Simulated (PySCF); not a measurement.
SMILES FC(F)(F)c1ccccc1[Si](Cl)(Cl)Cl (C₇H₄Cl₃F₃Si), GFN2-xTB optimised geometry.

```
18

F     -1.44    -2.44    -0.77
C     -1.95    -1.48     0.02
F     -2.03    -2.00     1.26
F     -3.21    -1.30    -0.39
C     -1.15    -0.20     0.00
C     -1.87     0.99     0.02
C     -1.22     2.20     0.03
C      0.16     2.23     0.01
C      0.88     1.05     0.00
C      0.25    -0.20     0.00
Si     1.35    -1.76    -0.03
Cl     3.21    -1.16     0.51
Cl     0.79    -3.17     1.29
Cl     1.45    -2.48    -1.91
H     -2.95     0.95     0.03
H     -1.79     3.12     0.05
H      0.69     3.17     0.01
H      1.96     1.09    -0.01
```

Density from PBE/def2-SVP run with PySCF 2.14.0 at that geometry.

Minimum of the electron density along straight lines between bonded atoms, close to the bond critical point (lines longer than 1.1 times the sum of covalent radii, or with two minima, are not listed):

| bond | length / Å | ρ at the minimum / e bohr⁻³ | ∇²ρ there / e bohr⁻⁵ | position (fraction from the first atom) |
|---|---|---|---|---|
| F1–C2 | 1.343 | 0.275 | -0.26 | 0.66 |
| C2–F3 | 1.346 | 0.275 | -0.31 | 0.35 |
| C2–F4 | 1.341 | 0.277 | -0.27 | 0.35 |
| C2–C5 | 1.506 | 0.265 | -0.65 | 0.53 |
| C5–C6 | 1.390 | 0.305 | -0.73 | 0.51 |
| C6–C7 | 1.383 | 0.311 | -0.78 | 0.50 |
| C7–C8 | 1.383 | 0.311 | -0.78 | 0.50 |
| C8–C9 | 1.383 | 0.310 | -0.77 | 0.50 |
| C5–C10 | 1.400 | 0.296 | -0.69 | 0.51 |
| C9–C10 | 1.396 | 0.300 | -0.71 | 0.50 |
| C10–Si11 | 1.912 | 0.113 | 0.26 | 0.62 |
| Si11–Cl12 | 2.028 | 0.098 | 0.30 | 0.37 |
| Si11–Cl13 | 2.012 | 0.101 | 0.31 | 0.37 |
| Si11–Cl14 | 2.016 | 0.100 | 0.31 | 0.37 |
| C6–H15 | 1.079 | 0.284 | -1.09 | 0.64 |
| C7–H16 | 1.079 | 0.283 | -1.07 | 0.64 |
| C8–H17 | 1.079 | 0.282 | -1.07 | 0.64 |
| C9–H18 | 1.078 | 0.285 | -1.09 | 0.64 |
